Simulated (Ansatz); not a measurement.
Program: Ansatz. Geometries: PBE0-D4/def2-TZVP. ΔE: electronic, gas phase. CCSD(T)/CBS adds triple-zeta CCSD(T) − MP2 to the extrapolated MP2 energy (def2 sets, frozen cores). For Se outer-core shells are correlated without core-valence functions, which leaves a few kJ/mol of doubt a bond. Scalar relativity is left out up to krypton. One conformer a species, not always the lowest.

`[SiH3]NC[SiH2]Cl` + `[NH2][AlH][SeH]` → `[SiH3][NH][AlH][SeH]` + `NC[SiH2]Cl`  (ligand exchange at the Si–N bond)

| species | CCSD/def2-TZVPP energy (Eh) |
| --- | --- |
| `[SiH3]NC[SiH2]Cl` | -1135.37368 |
| `[NH2][AlH][SeH]` | -2699.25451 |
| `[SiH3][NH][AlH][SeH]` | -2989.52477 |
| `NC[SiH2]Cl` | -845.10797 |

**Question.** Work out ΔE.

**Answer.** ΔE = (-2989.52477) + (-845.10797) − (-1135.37368) − (-2699.25451) = -0.00455 Eh = -11.9 kJ/mol. CCSD(T)/CBS gives -12.1 kJ/mol.

Largest T1 diagnostic among the species: 0.010.
